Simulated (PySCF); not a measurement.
CH₇AlP₂. Atoms are numbered in the order given.

```xyz
11

Al     0.3406    -0.1512    -0.1385
C      2.1275    -0.6705    -0.7698
H      2.0792    -1.6405    -1.2985
H      2.8500    -0.7870     0.0554
H      2.5382     0.0619    -1.4862
P     -0.2644    -0.4257     2.1065
H      0.2471    -1.7542     2.2107
H     -1.6100    -0.8237     1.8523
P     -1.0805     1.1045    -1.5124
H     -2.2800     0.4272    -1.1431
H     -0.8449     0.3221    -2.6828
```

Coordinates come from a TPSSh-D3(BJ)/def2-SVP optimisation. The structure was generated by enumeration; whether it is a known compound was not checked. One conformer was computed; it need not be the lowest.

Method: KT2/pcSseg-1 (PySCF).

GIAO shieldings, no solvent; atoms listed in one row are averaged. δ = σ(ref) − σ: ¹³C against TMS (σ = 185.1 ppm); ¹H against TMS (σ = 31.47 ppm); ³¹P against PH3 (σ = 597.6 ppm), references at their B3LYP-D3(BJ)/def2-TZVP geometries, non-relativistic.

```
nucleus             atoms  count  δ (ppm)
-------  ----------------  -----  -------
¹³C                    C2      1      0.9
¹H       H7, H8, H10, H11      4     1.90
¹H             H3, H4, H5      3     0.48
³¹P                    P6      1     16.3
³¹P                    P9      1     15.2
```
